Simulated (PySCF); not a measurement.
PySCF input file for F2H4O3Si2, SMILES O[Si](O)(O)[SiH](F)F, PBE0-D3(BJ)/def2-SVP. Geometry: PBE0-D3(BJ)/def2-SVP. The structure was generated by enumeration, and PubChem lists no compound with its InChIKey, so it may never have been made. The values are those of a single conformer.

```python
import numpy as np
from pyscf import gto, scf, dft, df
from pyscf.hessian import thermo

mol = gto.M(
    atom='''
    Si    1.23264534    0.60166437    0.18868919
    F     2.18901059   -0.40329128   -0.66360355
    F     1.15132812    1.97779314   -0.66819054
    Si   -0.87042797   -0.40000760    0.21022493
    O    -1.10678809   -1.11240103   -1.26910978
    O    -2.15080298    0.61852654    0.42902273
    O    -0.80872681   -1.44025491    1.48818582
    H     1.92200493    0.91481157    1.46614308
    H    -0.35320022   -1.57806396   -1.64662114
    H    -2.53673965    0.99143256   -0.36973656
    H    -1.63561323   -1.84885659    1.76677388
    ''',
    basis='def2-SVP',
    charge=0,
    spin=0,
    max_memory=1600,
    verbose=3,
)
mf = dft.RKS(mol, xc='pbe0').density_fit(auxbasis='def2-universal-jkfit')
mf.disp = 'd3bj'
mf.grids.level = 3
mf.conv_tol = 1e-11
mf.max_cycle = 100
mf.kernel()

# analytic Hessian; the response equations are solved on a coarser grid
h, args, fine = mf.Hessian(), (mf.mo_energy, mf.mo_coeff, mf.mo_occ), mf.grids
h.max_memory = max(150, 2.5e-5 * df.make_auxmol(mol, mf.with_df.auxbasis).nao * mol.nelec[0] * (mol.nelec[0] + mol.nao))  # MB; small integral blocks
h1ao = h.make_h1(mf.mo_coeff, mf.mo_occ)
mf.grids = dft.Grids(mol).set(level=1).build(with_non0tab=True)
mo1, mo_e1 = h.solve_mo1(*args, h1ao)
mf.grids = fine
hess = h.hess_elec(*args, mo1, mo_e1, h1ao) + h.hess_nuc()
if mf.do_disp():
    hess += h.get_dispersion()
for i in range(mol.natm):  # the analytic DFT Hessian lacks the response of the grid: restore translational invariance
    hess[i, i] -= hess[i].sum(axis=0)
hess = (hess + hess.transpose(1, 0, 3, 2)) / 2
vib = thermo.harmonic_analysis(mol, hess, imaginary_freq=False)
thermo.dump_normal_mode(mol, vib)
th = thermo.thermo(mf, vib['freq_au'][vib['freq_au'] > 0], 298.15, 101325)
thermo.dump_thermo(mol, th)
g0 = mf.nuc_grad_method().set(verbose=0).kernel()

# dipole derivatives [dipole axis, atom, xyz] from the same response
r, irp = mol.intor('int1e_r'), mol.intor('int1e_irp').reshape(3, 3, mol.nao, mol.nao)
sl, dm0, ok = mol.aoslice_by_atom(), np.array(mf.make_rdm1()), []
dmu = np.einsum('a,xt->xat', mol.atom_charges(), np.eye(3))
for a, (_, _, p0, p1) in enumerate(sl):
    dmu[:, a] += 2 * np.einsum('xtij,ij->xt', irp[:, :, :, p0:p1], dm0.reshape(-1, mol.nao, mol.nao).sum(0)[:, p0:p1])
    for u, c, occ, f in [(mo1, mf.mo_coeff, mf.mo_occ, 4)]:
        dmu[:, a] -= f * np.einsum('tui,xuv,vi->xt', u[a], r, c[:, occ > 0], optimize=True)
L = vib['norm_mode']
ir = 974.8801 * (np.einsum('xat,kat->kx', dmu, L) ** 2).sum(1)       # km/mol
apt = np.einsum('xax->a', dmu) / 3
print('mode   freq/cm-1   IR/(km/mol)')
for k, w in enumerate(vib['freq_wavenumber']):
    print(f'{k + 1:4d} {w:11.2f} {ir[k]:13.3f}')
print('max |gradient| / (hartree/bohr):', abs(g0).max())
print('APT charges:', apt.round(4))
```

It prints:

```
[...]
Mode                                 6                   7                   8
Irrep
Freq [cm^-1]                      243.2106            298.4121            321.4050
Reduced mass [au]                   1.7776              1.9040              3.4452
Force const [Dyne/A]                0.0620              0.0999              0.2097
Char temp [K]                     349.9258            429.3486            462.4302
Normal mode                   x     y     z       x     y     z       x     y     z
       0  Si                -0.03  0.02 -0.00   -0.05 -0.01  0.03    0.04  0.04 -0.01
       1   F                -0.06 -0.05  0.03   -0.02  0.07 -0.02   -0.02 -0.05  0.02
       2   F                -0.02  0.03  0.02    0.05 -0.05 -0.03   -0.02  0.05  0.01
       3  Si                 0.04 -0.03 -0.03   -0.01 -0.04 -0.00    0.05 -0.04  0.01
       4   O                 0.00  0.01 -0.04   -0.01 -0.01 -0.02   -0.10  0.05 -0.02
       5   O                 0.08  0.01  0.02    0.05  0.04  0.00    0.00 -0.08 -0.05
       6   O                 0.01 -0.00  0.00    0.01  0.03  0.05   -0.04  0.03  0.07
       7   H                -0.04  0.03 -0.00   -0.10 -0.02  0.06    0.09  0.07 -0.04
       8   H                -0.02 -0.01 -0.07    0.20  0.56 -0.32   -0.13  0.18 -0.24
       9   H                -0.10 -0.18  0.02   -0.01 -0.08 -0.02    0.27  0.13 -0.08
      10   H                -0.12  0.55  0.42    0.07 -0.11  0.01   -0.04 -0.12 -0.15
Mode                                 9                  10                  11
Irrep
Freq [cm^-1]                      326.8204            349.0638            375.3215
Reduced mass [au]                   2.2707              7.9671              2.1551
Force const [Dyne/A]                0.1429              0.5720              0.1789
Char temp [K]                     470.2218            502.2251            540.0040
Normal mode                   x     y     z       x     y     z       x     y     z
       0  Si                -0.05 -0.01  0.02    0.05  0.02  0.10    0.02  0.00 -0.00
       1   F                -0.02  0.05 -0.02   -0.06  0.05 -0.04    0.01 -0.01  0.01
       2   F                 0.04 -0.04 -0.02   -0.00 -0.08 -0.04   -0.01  0.01  0.00
       3  Si                -0.01 -0.03  0.03    0.03  0.03 -0.04   -0.02  0.02  0.04
       4   O                 0.01  0.10 -0.03   -0.05 -0.05  0.01   -0.03 -0.03  0.07
       5   O                 0.00 -0.01 -0.07   -0.02 -0.04  0.01   -0.05  0.03 -0.07
       6   O                 0.05 -0.02  0.04   -0.01  0.01 -0.05    0.05 -0.09 -0.06
       7   H                -0.07 -0.02  0.04    0.13  0.05  0.05    0.05  0.01 -0.02
       8   H                -0.18 -0.38  0.18   -0.09 -0.09 -0.01    0.11  0.35 -0.12
       9   H                 0.29  0.22 -0.09    0.01  0.07  0.05    0.25  0.19 -0.14
      10   H                 0.07  0.06  0.21   -0.08  0.18  0.00    0.01  0.25  0.31
Mode                                12                  13                  14
Irrep
Freq [cm^-1]                      492.4810            765.4915            797.5273
Reduced mass [au]                   4.8767              1.9939              1.3113
Force const [Dyne/A]                0.6969              0.6884              0.4914
Char temp [K]                     708.5705           1101.3718           1147.4643
Normal mode                   x     y     z       x     y     z       x     y     z
       0  Si                 0.08  0.04  0.03   -0.02 -0.01  0.01   -0.01 -0.01 -0.01
       1   F                 0.01 -0.02 -0.01    0.01  0.00  0.00   -0.01  0.02  0.02
       2   F                -0.01  0.02 -0.01    0.01  0.01 -0.00    0.00 -0.01  0.00
       3  Si                -0.10 -0.06 -0.01   -0.02 -0.02 -0.00    0.00  0.01 -0.01
       4   O                 0.01 -0.01 -0.08    0.02  0.03  0.09    0.04 -0.01  0.01
       5   O                -0.02  0.06  0.01    0.06 -0.05 -0.02   -0.03  0.04 -0.03
       6   O                 0.02 -0.01  0.04   -0.05  0.06 -0.09    0.03 -0.05  0.06
       7   H                 0.25  0.11 -0.07    0.26  0.10 -0.17    0.25 -0.07 -0.14
       8   H                 0.06 -0.06  0.08   -0.16 -0.03 -0.18   -0.32 -0.13 -0.53
       9   H                -0.08  0.03  0.03   -0.14  0.06  0.14   -0.31  0.25  0.21
      10   H                 0.12 -0.11  0.20    0.27 -0.24  0.36   -0.14  0.12 -0.17
Mode                                15                  16                  17
Irrep
Freq [cm^-1]                      802.7132            811.4762            820.2952
Reduced mass [au]                   1.3890              1.2699              1.1899
Force const [Dyne/A]                0.5273              0.4927              0.4717
Char temp [K]                    1154.9255           1167.5336           1180.2222
Normal mode                   x     y     z       x     y     z       x     y     z
       0  Si                 0.01  0.00 -0.00   -0.02 -0.01 -0.03    0.02 -0.00  0.01
       1   F                -0.01 -0.00 -0.00   -0.02  0.05  0.06   -0.01  0.01  0.02
       2   F                -0.01  0.00 -0.00    0.01 -0.02  0.01   -0.02  0.05 -0.06
       3  Si                 0.02 -0.00  0.00   -0.01 -0.01  0.01    0.01  0.01  0.00
       4   O                 0.04 -0.03 -0.01   -0.01 -0.01 -0.01   -0.01  0.00 -0.00
       5   O                -0.07  0.05  0.07    0.00 -0.00  0.03    0.02 -0.01 -0.02
       6   O                -0.03  0.02 -0.02    0.01  0.03 -0.02   -0.02 -0.01  0.01
       7   H                -0.14 -0.07  0.10    0.62 -0.24 -0.32    0.01 -0.85  0.23
       8   H                -0.27 -0.17 -0.43    0.08  0.02  0.12    0.03  0.02  0.05
       9   H                 0.36 -0.26 -0.31    0.28 -0.20 -0.21   -0.10  0.07  0.09
      10   H                 0.15 -0.16  0.21   -0.09  0.12 -0.17    0.08 -0.10  0.15
Mode                                18                  19                  20
Irrep
Freq [cm^-1]                      835.9418            901.7893            939.7711
Reduced mass [au]                   3.2360              4.9115              8.3960
Force const [Dyne/A]                1.3323              2.3533              4.3688
Char temp [K]                    1202.7342           1297.4740           1352.1214
Normal mode                   x     y     z       x     y     z       x     y     z
       0  Si                 0.03  0.01 -0.07    0.07  0.02 -0.06    0.05 -0.12  0.00
       1   F                -0.06  0.06  0.05   -0.06  0.04  0.04   -0.06  0.06  0.05
       2   F                 0.01 -0.07  0.05   -0.01 -0.06  0.03   -0.00  0.10 -0.05
       3  Si                 0.04  0.04  0.02   -0.04 -0.06 -0.03   -0.02  0.02  0.01
       4   O                -0.03 -0.03 -0.07    0.03  0.05  0.09    0.00 -0.01 -0.01
       5   O                -0.01 -0.00 -0.01    0.01  0.01 -0.00    0.03 -0.02 -0.00
       6   O                -0.04 -0.03  0.02    0.02  0.03 -0.03    0.01 -0.00  0.00
       7   H                -0.01  0.07 -0.07   -0.28 -0.10  0.17   -0.12  0.24  0.01
       8   H                 0.10  0.03  0.08   -0.05  0.02 -0.00   -0.01 -0.01 -0.04
       9   H                -0.14  0.10  0.10    0.01 -0.01 -0.00    0.03 -0.04 -0.01
      10   H                 0.19 -0.23  0.34   -0.07  0.11 -0.17   -0.02  0.02 -0.03
Mode                                21                  22                  23
Irrep
Freq [cm^-1]                      962.2186            983.5068           2278.6863
Reduced mass [au]                   5.4318              6.4963              1.0429
Force const [Dyne/A]                2.9631              3.7023              3.1906
Char temp [K]                    1384.4183           1415.0473           3278.5222
Normal mode                   x     y     z       x     y     z       x     y     z
       0  Si                 0.01  0.03 -0.01   -0.00  0.01 -0.00    0.02  0.01  0.03
       1   F                 0.01 -0.01 -0.01    0.00 -0.00 -0.00    0.00  0.00 -0.00
       2   F                -0.00 -0.03  0.02    0.00 -0.01  0.01    0.00  0.00  0.00
       3  Si                -0.08  0.05  0.08   -0.04  0.07 -0.10   -0.00 -0.00  0.00
       4   O                 0.01 -0.04 -0.07    0.01  0.02  0.06    0.00  0.00  0.00
       5   O                 0.10 -0.07 -0.01    0.05 -0.05  0.02    0.00 -0.00 -0.00
       6   O                 0.01  0.02 -0.03   -0.01 -0.08  0.10    0.00  0.00 -0.00
       7   H                -0.10 -0.07  0.08    0.03  0.00 -0.02   -0.45 -0.21 -0.84
       8   H                -0.12 -0.09 -0.26   -0.03  0.01  0.00   -0.00 -0.00 -0.00
       9   H                 0.08 -0.06  0.01    0.21 -0.16 -0.12    0.00  0.00  0.00
      10   H                -0.05  0.10 -0.11    0.01 -0.11  0.12   -0.00  0.00 -0.00
Mode                                24                  25                  26
Irrep
Freq [cm^-1]                     3907.0622           3917.4015           3928.8297
Reduced mass [au]                   1.0664              1.0670              1.0669
Force const [Dyne/A]                9.5913              9.6474              9.7026
Char temp [K]                    5621.3926           5636.2685           5652.7112
Normal mode                   x     y     z       x     y     z       x     y     z
       0  Si                -0.00  0.00 -0.00   -0.00  0.00  0.00   -0.00 -0.00  0.00
       1   F                -0.00 -0.00 -0.00    0.00 -0.00 -0.00    0.00 -0.00 -0.00
       2   F                -0.00 -0.00  0.00    0.00  0.00 -0.00    0.00  0.00 -0.00
       3  Si                 0.00 -0.00  0.00    0.00  0.00  0.00    0.00 -0.00 -0.00
       4   O                 0.01 -0.00 -0.00    0.05 -0.03 -0.03    0.00 -0.00 -0.00
       5   O                -0.00  0.00 -0.00    0.00 -0.00  0.00   -0.03  0.02 -0.05
       6   O                 0.05  0.03 -0.02   -0.01 -0.00  0.00   -0.00 -0.00  0.00
       7   H                 0.00 -0.00  0.00    0.00  0.00 -0.00    0.00  0.00  0.00
       8   H                -0.08  0.05  0.04   -0.74  0.47  0.39   -0.03  0.02  0.02
       9   H                 0.01 -0.01  0.01   -0.02  0.02 -0.04    0.40 -0.38  0.79
      10   H                -0.81 -0.42  0.29    0.09  0.05 -0.03    0.02  0.01 -0.01
temperature 298.1500 [K]
pressure 101325.00 [Pa]
Rotational constants [GHz] 2.48831 1.19628 1.07744
Symmetry number 1
Zero-point energy (ZPE) 0.05891 [Eh]   154673.653 [J/mol]
                           tot       elec      trans        rot        vib
Entropy [J/mol/K]       419.110      0.000    170.917    121.317    126.876
Cv [J/mol/K]            142.545      0.000     12.472     12.472    117.602
Cp [J/mol/K]            150.860      0.000     20.786     12.472    117.602
Internal energy [J/mol]                      3718.434   3718.434 173999.770
Internal energy [Eh]   -1005.75807  -1005.82718
Enthalpy [J/mol]                             6197.391   3718.434 173999.770
Enthalpy [Eh]          -1005.75713
Gibbs free energy [J/mol]                  -44761.374 -32452.319 136171.582
Gibbs free energy [Eh] -1005.80472
mode   freq/cm-1   IR/(km/mol)
   1       27.91         1.137
   2       76.56         2.254
   3       92.85        11.276
   4      182.48        25.038
   5      196.35        20.083
   6      223.85        51.680
   7      243.21        25.086
   8      298.41         4.453
   9      321.40        94.965
  10      326.82        71.211
  11      349.06        58.103
  12      375.32       138.557
  13      492.48        60.411
  14      765.49       195.706
  15      797.53       217.802
  16      802.71       214.297
  17      811.48        30.780
  18      820.30        59.695
  19      835.94       127.929
  20      901.79       146.040
  21      939.77        99.402
  22      962.22       155.056
  23      983.51       175.986
  24     2278.69       137.982
  25     3907.06       119.566
  26     3917.40       104.707
  27     3928.83       128.857
max |gradient| / (hartree/bohr): 0.00014271088249940406
APT charges: [ 1.5043 -0.6464 -0.6345  1.7549 -0.9119 -0.878  -0.8855 -0.2845  0.3326
  0.3251  0.3241]
```

The run converged.
